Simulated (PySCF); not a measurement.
C₃H₃ClF₂, SMILES [C@H]1(F)[C@@H](F)[C@@H]1Cl.

The structure is a stationary point at B3LYP-D3(BJ)/def2-SVP. The structure was generated by enumeration; whether it is a known compound was not checked.

Two levels are set side by side: PBE/def2-TZVP (PySCF) and M06-2X/def2-TZVP (PySCF). Same geometry, gas phase. Differences are taken from unrounded values.

| quantity | M06-2X |
|---|---|
| orbital gap (eV) | 10.39 |
| highest occupied level (eV) | -9.62 |
| lowest empty level (eV) | 0.77 |
| dipole moment (D) | 1.32 |
| mean polarisability (bohr³) | 46.1 |

Q: What does PBE give, and how far is it from M06-2X? (The exact figures need the calculation; the answer reports its results.)

A: 
```tsv
quantity	PBE	PBE minus M06-2X
orbital gap (eV)	5.52	-4.88
highest occupied level (eV)	-6.84	2.78
lowest empty level (eV)	-1.32	-2.10
dipole moment (D)	1.10	-0.22
mean polarisability (bohr³)	47.9	1.9
```

PBE's occupied levels lie high since its potential decays too fast outside the molecule; exact exchange lowers them and widens the gap. Loosely held outer electrons make PBE densities more polarisable. Differences between two approximate levels are no errors against the true value.

Rough cost on one machine, each run with all the roots and properties that it gave: M06-2X against PBE about 4 times.
